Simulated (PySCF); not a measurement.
1,1-difluoro-2-methylprop-1-ene (C4H6F2), SMILES CC(C)=C(F)F.

Geometry: PBE0-D3(BJ)/def2-SVP.

Level of theory: PySCF with PBE0-D3(BJ)/def2-SVP.

Harmonic, unscaled wavenumbers; measured fundamentals usually lie a few per cent lower.

```tsv
mode	ν (cm⁻¹)	IR (km/mol)	Raman (Å⁴/amu)	depolarisation	moving atoms (share of kinetic energy)
1	152	0.0	0.1	0.75	H 99 %
2	166	0.3	0.0	–	H 95 %
3	185	0.0	0.1	0.75	F 57 %, C 27 %, H 16 %
4	244	1.2	0.0	–	F 43 %, C 40 %, H 17 %
5	334	2.4	0.0	–	C 62 %, H 31 %
6	339	3.2	2.0	0.59	C 48 %, H 35 %, F 17 %
7	534	4.2	0.8	0.23	F 62 %, C 29 %, H 9 %
8	547	1.3	1.7	0.75	F 47 %, C 42 %, H 11 %
9	627	5.8	9.7	0.75	C 87 %
10	761	10.4	8.2	0.10	F 48 %, C 41 %, H 11 %
11	971	3.1	2.0	0.75	H 75 %, C 25 %
12	987	0.0	1.9	0.75	H 79 %, C 21 %
13	992	7.4	4.7	0.69	H 51 %, C 36 %, F 13 %
14	1087	0.5	0.5	0.75	H 60 %, C 40 %
15	1206	159.9	0.7	0.56	C 57 %, H 28 %, F 15 %
16	1282	30.9	0.0	–	C 68 %, H 25 %
17	1346	164.6	2.0	0.75	C 58 %, H 26 %, F 16 %
18	1403	4.5	11.9	0.32	H 76 %, C 24 %
19	1414	17.8	9.0	0.75	C 57 %, H 40 %
20	1448	0.0	27.0	0.75	H 96 %
21	1455	3.3	2.3	0.75	H 96 %
22	1464	21.8	0.0	–	H 97 %
23	1468	0.5	32.5	0.70	H 94 %
24	1865	203.4	32.3	0.16	C 96 %
25	3044	15.9	11.9	0.75	H 97 %
26	3047	33.4	314.4	0.01	H 97 %
27	3118	26.1	166.1	0.75	H 91 %, C 9 %
28	3119	0.0	15.7	0.75	H 91 %, C 9 %
29	3180	5.6	73.8	0.69	H 91 %, C 9 %
30	3181	5.3	48.5	0.75	H 91 %, C 9 %
```
